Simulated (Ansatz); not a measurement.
Ansatz (a first-principles code) input (r2SCANh/def2-TZVPD):

Ansatz 0.2 input:
```yaml
crystal:
  periodic: [false, false, false]
  atoms:
    - {symbol: C, position_ang: [1.48192167, -1.57840757, -0.20721912]}
    - {symbol: Si, position_ang: [0.16201532, -0.48578074, 0.03855677]}
    - {symbol: C, position_ang: [-1.44672884, -1.22941654, 0.67316683]}
    - {symbol: Cl, position_ang: [0.27648696, 1.26731704, 1.41520614]}
    - {symbol: Cl, position_ang: [-0.34938748, 0.57906127, -1.74315253]}
    - {symbol: H, position_ang: [2.36503960, -1.27366425, -0.76020021]}
    - {symbol: H, position_ang: [1.67874592, -2.30721557, 0.57763357]}
    - {symbol: H, position_ang: [-2.19125508, -0.45711762, 0.86859186]}
    - {symbol: H, position_ang: [-1.84223311, -1.94032230, -0.05417172]}
    - {symbol: H, position_ang: [-1.25035994, -1.76223648, 1.60775392]}
basis:
  gaussian:
    orbitals: def2-TZVPD
hamiltonian:
  xc: {name: r2SCANh}
total_charge: -1
output: {forces: true}
```

Output:

```
Functional definition: r2SCANh
integrals: 0.25 GiB planned
1438 factors; their error is unknown
mean field: 2.03 GiB planned
mean field evaluation 1: about -35069.8018 eV, gradient 6.6e1 eV
mean field evaluation 2: about -35035.4956 eV, gradient 1.0e2 eV
mean field evaluation 4: about -35080.1212 eV, gradient 8.8e0 eV
mean field evaluation 8: about -35080.3276 eV, gradient 1.1e-1 eV
mean field evaluation 16: about -35080.3299 eV, gradient 3.7e-3 eV
mean field -35080.32994580 eV, -1289.1783472063 hartree, gradient 1.6e-5 eV, S^2 0.000000; 0 other end points of the search recorded, 0 dependent functions left out
the calculation of the forces begins
reference -35080.32996720 eV, -1289.1783479929 hartree; 33, 33 occupied and 221, 221 virtual orbitals, 1438 factors
Total energy: -35080.32996720 eV, -1289.1783479929 hartree
Atom 0 at     1.481922    -1.578408    -0.207219 Å, force    -0.025261     0.051342    -0.002954 eV/Å
Atom 1 at     0.162015    -0.485781     0.038557 Å, force    -0.152932     0.091487    -0.002857 eV/Å
Atom 2 at    -1.446729    -1.229417     0.673167 Å, force     0.099208     0.057030    -0.035743 eV/Å
Atom 3 at     0.276487     1.267317     1.415206 Å, force    -0.006665    -0.131123    -0.117955 eV/Å
Atom 4 at    -0.349387     0.579061    -1.743153 Å, force     0.055419    -0.082617     0.165492 eV/Å
Atom 5 at     2.365040    -1.273664    -0.760200 Å, force     0.005932    -0.005206     0.003293 eV/Å
Atom 6 at     1.678746    -2.307216     0.577634 Å, force    -0.001138     0.004831    -0.001309 eV/Å
Atom 7 at    -2.191255    -0.457118     0.868592 Å, force     0.013739    -0.010551     0.000079 eV/Å
Atom 8 at    -1.842233    -1.940322    -0.054172 Å, force     0.013045     0.012201     0.013404 eV/Å
Atom 9 at    -1.250360    -1.762236     1.607754 Å, force    -0.001345     0.012606    -0.021450 eV/Å
Dipole moment:    -0.532052     0.126837     0.121915 e Å
```

It need not be the lowest isomer of its formula. Whether it binds its extra electron was not tested at this geometry.
